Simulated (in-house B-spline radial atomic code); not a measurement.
Configurations of Br, with energies counted from [Ar] 3d10 4s2 4p5. Level of theory: non-relativistic BHandHLYP, spin-polarised, spherical fractional occupations, point nucleus; calculated with a radial B-spline atomic code at the basis-set limit. Shells without spins written out take the highest spin.

Caution: exact exchange at fractional occupations of open shells leaves self-interaction of up to several eV.

Occupations are held fixed; configurations that lie above the ionisation limit could autoionise.

```csv
configuration,E - E(ref) (eV),highest orbital,its <r> (bohr)
[Ar] 3d10 4s2 4p4 4d1,10.531,4d up,9.903
[Ar] 3d10 4s2 4p4 4f1,11.267,4f up,21.42
[Ar] 3d10 4s1 4p5 4d1,23.367,4d up,9.609
"[Ar] 3d10 4s(1 up, 0 down) 4p(2 up, 3 down) 5f(1 up, 0 down)",26.214,5f up,34.23
[Ar] 3d9 4s2 4p5 5s1,84.151,5s up,5.504
[Ne] 3s2 3p5 3d10 4s2 4p5 5s1,192.08,5s up,5.5
"[Ne] 3s2 3p(2 up, 3 down) 3d10 4s2 4p(3 up, 2 down) 5s(0 up, 1 down)",192.4,5s down,5.558
```

Q: Order these further configurations by energy, lowest first.
A. [Ar] 3d10 4s2 4p(3 up, 1 down) 5f(0 up, 1 down)
B. [Ar] 3d9 4s2 4p5 4f1
C. [Ar] 3d10 4s1 4p6
D. [Ar] 3d(4 up, 5 down) 4s2 4p(3 up, 2 down) 4d(0 up, 1 down)
E. [Ne] 3s2 3p5 3d10 4s2 4p5 5f1

A: C (11.277 eV), A (11.437 eV), D (86.956 eV), B (87.474 eV), E (195.58 eV).

Q: How far above the reference does [Ar] 3d10 4s1 4p5 4f1 lie?

A: 24.142 eV; its least bound orbital is 4f up with <r> = 21.4 bohr.

Q: How far above the reference does [Ar] 3d10 4s1 4p5 5d1 lie?

A: 23.86 eV; its least bound orbital is 5d up with <r> = 16.99 bohr.
